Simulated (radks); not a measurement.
Q: These are the eigenvalues of the occupied orbitals of an atom or ion with whole-number occupations (eV). Calculated with a radial shooting solver on a logarithmic mesh with Libxc functionals: Dirac Kohn-Sham, LDA (Slater exchange, Perdew-Wang correlation), spin-unpolarised, spherical densities, finite nucleus; Fermi nuclear charge, rms radius of each element as measured or else 0.836 A^(1/3) + 0.57 fm.

orbital  eigenvalue
1s1/2     -24146.41
2s1/2     -3547.327
2p1/2     -3294.349
2p3/2     -3135.199
3s1/2     -659.9768
3p1/2     -560.0022
3p3/2     -532.2534
3d3/2     -354.5026
3d5/2     -348.9633
4s1/2     -110.4886
4p1/2      -79.3485
4p3/2      -74.7711
4d3/2      -27.8942
4d5/2      -27.3625

Which element is it, and in what charge state? The configuration may be excited. Open shells, if any, are shared by 2j + 1.

A: Z = 46, palladium, charge +2: Pd2+ in [Kr] 4d8. The list shows which subshells hold electrons but not how many an open one holds; the 1s level, -887.36 hartree, gives Z - s = 42.1 by -(Z - s)^2/2, which with screening and relativity narrows Z to a few neighbours, and the depths of the outer levels then fix element, charge and occupations together.
